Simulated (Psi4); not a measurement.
Calculation: SAPT0/jun-cc-pVDZ, frozen core (Psi4 1.11).

Psi4 input:

```
molecule {
0 1
C -0.48841247 0.00497558 -0.01160414
C 0.96544311 -0.00979480 0.02294799
N 2.11442950 -0.02152535 0.05022769
H -0.85303389 -0.68665306 -0.77132656
H -0.89011003 -0.29372191 0.95684580
H -0.84831622 1.00671954 -0.24709077
--
0 1
S 3.95369308 -1.26250697 2.73454464
C 2.42607834 -1.35201973 2.99774449
S 0.89848210 -1.44158638 3.26111644
units angstrom
symmetry c1
no_reorient
no_com
}
set basis jun-cc-pvdz
set scf_type df
set freeze_core true
energy('sapt0')
```

Part of the output:

```
    SAPT Results
  --------------------------------------------------------------------------------------------------------
    Electrostatics                 -3.17446826 [mEh]      -1.99200891 [kcal/mol]      -8.33456526 [kJ/mol]
      Elst10,r                     -3.17446826 [mEh]      -1.99200891 [kcal/mol]      -8.33456526 [kJ/mol]

    Exchange                        7.97322874 [mEh]       5.00327657 [kcal/mol]      20.93370917 [kJ/mol]
      Exch10                        7.97322874 [mEh]       5.00327657 [kcal/mol]      20.93370917 [kJ/mol]
      Exch10(S^2)                   7.94797971 [mEh]       4.98743256 [kcal/mol]      20.86741785 [kJ/mol]

    Induction                      -1.46955176 [mEh]      -0.92215765 [kcal/mol]      -3.85830763 [kJ/mol]
      Ind20,r                      -3.82454351 [mEh]      -2.39993728 [kcal/mol]     -10.04133760 [kJ/mol]
      Exch-Ind20,r                  2.80514174 [mEh]       1.76025302 [kcal/mol]       7.36489863 [kJ/mol]
      delta HF,r (2)               -0.45015000 [mEh]      -0.28247339 [kcal/mol]      -1.18186866 [kJ/mol]

    Dispersion                     -5.11775679 [mEh]      -3.21144087 [kcal/mol]     -13.43666859 [kJ/mol]
      Disp20                       -5.86859715 [mEh]      -3.68260031 [kcal/mol]     -15.40799968 [kJ/mol]
      Exch-Disp20                   0.75084036 [mEh]       0.47115944 [kcal/mol]       1.97133109 [kJ/mol]
      Disp20 (SS)                  -2.93429857 [mEh]      -1.84130015 [kcal/mol]      -7.70399984 [kJ/mol]
      Disp20 (OS)                  -2.93429857 [mEh]      -1.84130015 [kcal/mol]      -7.70399984 [kJ/mol]
      Exch-Disp20 (SS)              0.39776918 [mEh]       0.24960393 [kcal/mol]       1.04434284 [kJ/mol]
      Exch-Disp20 (OS)              0.35307118 [mEh]       0.22155551 [kcal/mol]       0.92698825 [kJ/mol]

  Total HF                          3.32920872 [mEh]       2.08911001 [kcal/mol]       8.74083628 [kJ/mol]
  Total SAPT0                      -1.78854807 [mEh]      -1.12233086 [kcal/mol]      -4.69583232 [kJ/mol]
```
